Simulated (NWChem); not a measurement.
System: CH4O2Si; SMILES C1O[SiH2]O1

```xyz
8

C      0.0000     0.0000    -1.2498
O      0.0000     1.1143    -0.3358
Si     0.0000     0.0000     0.9306
O      0.0000    -1.1143    -0.3358
H     -0.9040     0.0000    -1.8694
H      0.9040     0.0000    -1.8694
H      1.2110     0.0000     1.7911
H     -1.2110     0.0000     1.7911
```
Atoms are numbered in this order, from 1.

Results from NWChem. The geometry was optimised at B3LYP/6-31G* (spherical d). Total energies of different functionals are on different scales.

```
level                   energy (Ha)  highest occupied level (eV)  orbital gap (eV)  dipole (D)
----------------------  -----------  ---------------------------  ----------------  ----------
PBE/def2-TZVP             -480.2166                        -6.50              4.95        0.35
B3LYP/def2-TZVP           -480.6026                        -7.81              6.94        0.40
BLYP/def2-TZVP            -480.5338                          ___               ___        0.36
Hartree-Fock/def2-TZVP    -478.9915                       -11.81             14.40        0.49
PW6B95/def2-TZVP          -481.0568                        -8.18              7.55        0.39
CAM-B3LYP/def2-TZVP       -480.5199                        -9.46              9.85        0.42
```

### Question
Some entries are withheld; supply them.

### Answer

- BLYP/def2-TZVP, highest occupied level (eV): -6.44
- BLYP/def2-TZVP, orbital gap (eV): 5.01
